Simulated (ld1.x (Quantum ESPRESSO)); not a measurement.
## Which change was made? (Ag, TM)

ld1.x (Quantum ESPRESSO) 7.5 input, shortened:

```
&input
   title='Ag', zed=47., rel=1, dft='PBE', iswitch=3,
   config='[Kr] 4d10 5s0.75 5p0'
 /
 &inputp
   pseudotype=2, tm=.true., lloc=0,
   nlcc=.true., rcore=1.25
 /
3
4P  2  1   6.00   0.00  1.45  1.45  0.0
4D  3  2  10.00   0.00  1.95  1.95  0.0
5S  1  0   0.75   0.00  2.50  2.50  0.0
 &test
   configts(1)='4p6 4d10 5s0.75 5p0'
 /
```

Cutoffs, loose and tight: the cutoffs (Ry, on a coarse ladder) from which the occupation-weighted sum of valence levels, in a spherical-Bessel basis at the reference potential, stays within 10 and 1 mRy of its value at 400 Ry. They do not see the model core or the augmentation charge, which bear on the density cutoff. Test errors are all-electron minus pseudo excitation energies from the reference, over the configurations 4p6 4d10 5s1 5p0; 4p6 4d10 5s0 5p0; 4p6 4d9 5s0 5p0; 4p6 4d9 5s1 5p0; 4p6 4d10 5s0.5 5p0; 4p6 4d7 5s0 5p0; 4p5 4d10 5s1 5p0; variants that change the core or the reference have their own tests.

The base gives: outcome: generated; cutoff, loose: 70 Ry; cutoff, tight: 100 Ry; bound ghosts: none; largest test error (meV): -1022.

Question: After one change the result is: outcome: generated; cutoff, loose: 55 Ry; cutoff, tight: 90 Ry; bound ghosts: none; largest test error (meV): -1016. Which change was it?
A. wave 4p (bound): rc 1.45 bohr becomes 4p (bound): rc 1.00 bohr
B. wave 4p (bound): rc 1.45 bohr becomes 4p (bound): rc 1.18 bohr
C. wave 4p (bound): rc 1.45 bohr becomes 4p (bound): rc 1.98 bohr

Answer: C. The others give: wave 4p (bound): rc 1.45 bohr becomes 4p (bound): rc 1.18 bohr → outcome: generated; cutoff, loose: 120 Ry; cutoff, tight: 160 Ry; bound ghosts: none; largest test error (meV): -1029 | wave 4p (bound): rc 1.45 bohr becomes 4p (bound): rc 1.00 bohr → outcome: generated; cutoff, loose: 160 Ry; cutoff, tight: 200 Ry; bound ghosts: none; largest test error (meV): -1031.
